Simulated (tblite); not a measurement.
(5,2) BN nanotube piece (B15H14N15) at step 4 of a GFN2-xTB optimisation (tblite, gas phase), coordinates in Å:

```
  1 B     2.4066    0.6593   -0.1874
  2 N     1.7942    1.9041   -0.5421
  3 B     2.2680    1.2585    2.2375
  4 N     1.3612    2.2686    1.8810
  5 B     1.4698    2.1759   -1.9231
  6 N     0.1828    2.6412   -2.2317
  7 B     0.8919    2.3421    0.5147
  8 N    -0.4727    2.5616    0.1481
  9 B    -0.8222    2.3443   -1.2370
 10 N    -2.0466    1.6844   -1.5176
 11 B    -1.4174    2.1575    1.1730
 12 N    -2.2686    1.0660    0.8504
 13 B    -2.3162    0.6528   -0.5397
 14 N    -2.3564   -0.7314   -0.8981
 15 B    -2.4895    0.0605    1.8759
 16 N    -2.0772   -1.2636    1.5557
 17 B    -2.1912   -1.1288   -2.2737
 18 N    -1.2627   -2.1374   -2.5765
 19 B    -1.7509   -1.5234    0.1650
 20 N    -0.6428   -2.3571   -0.1924
 21 B    -1.3702   -2.0054    2.5895
 22 N    -0.0962   -2.4750    2.2327
 23 B    -0.2353   -2.3489   -1.5804
 24 N     1.1575   -2.3101   -1.8760
 25 B     0.3573   -2.3341    0.8651
 26 N     1.6642   -1.8842    0.5007
 27 B     1.8807   -1.5403   -0.8891
 28 N     2.6507   -0.3793   -1.1688
 29 B     2.3124   -1.0837    1.5217
 30 N     2.5472    0.2789    1.2035
 31 H     2.7521    1.1836    3.3010
 32 H     0.8901    2.8046    2.5944
 33 H     2.2731    1.9907   -2.7587
 34 H    -0.0708    2.9108   -3.1706
 35 H    -2.3542    1.5758   -2.4712
 36 H    -1.3896    2.6305    2.2505
 37 H    -2.8620    0.3555    2.9517
 38 H    -2.8100   -0.5858   -3.1078
 39 H    -1.1638   -2.4932   -3.5150
 40 H    -1.8320   -2.1585    3.6535
 41 H     0.5692   -2.7327    2.9462
 42 H     1.4821   -2.3791   -2.8294
 43 H     2.8761   -0.1376   -2.1226
 44 H     2.5098   -1.5183    2.5980
```

(1) What are the forces on the atoms (eV/Å)?

## Answers

(1) 
```
  1 B     0.31   -0.04    0.04
  2 N    -0.16   -0.33   -0.04
  3 B     0.18   -0.02   -0.14
  4 N     0.03    0.04   -0.19
  5 B     0.21    0.27    0.17
  6 N    -0.10    0.02   -0.02
  7 B     0.11    0.17   -0.18
  8 N     0.00   -0.21    0.22
  9 B    -0.19    0.42    0.24
 10 N     0.01    0.05   -0.04
 11 B    -0.24    0.05    0.00
 12 N     0.05   -0.13    0.04
 13 B    -0.32    0.21    0.06
 14 N     0.22    0.19    0.10
 15 B    -0.09    0.04   -0.02
 16 N     0.05    0.15   -0.15
 17 B    -0.30   -0.18    0.18
 18 N     0.08   -0.08    0.05
 19 B    -0.16   -0.09   -0.05
 20 N     0.17    0.50    0.09
 21 B    -0.20   -0.05   -0.24
 22 N    -0.04   -0.07   -0.21
 23 B    -0.02   -0.40    0.27
 24 N     0.00    0.04   -0.07
 25 B     0.05   -0.24   -0.11
 26 N    -0.08    0.14    0.20
 27 B     0.38   -0.40    0.22
 28 N    -0.01   -0.05   -0.02
 29 B     0.18   -0.05    0.04
 30 N    -0.07   -0.07    0.01
 31 H    -0.13   -0.06    0.06
 32 H     0.12    0.04   -0.12
 33 H     0.01    0.15   -0.09
 34 H    -0.01   -0.22    0.02
 35 H     0.11   -0.16    0.01
 36 H    -0.05   -0.08   -0.08
 37 H     0.10   -0.01   -0.08
 38 H    -0.09   -0.14   -0.15
 39 H     0.12    0.17   -0.01
 40 H     0.09    0.10    0.07
 41 H    -0.09   -0.08   -0.11
 42 H    -0.06    0.22    0.02
 43 H    -0.18    0.07    0.07
 44 H     0.01    0.10   -0.07
```
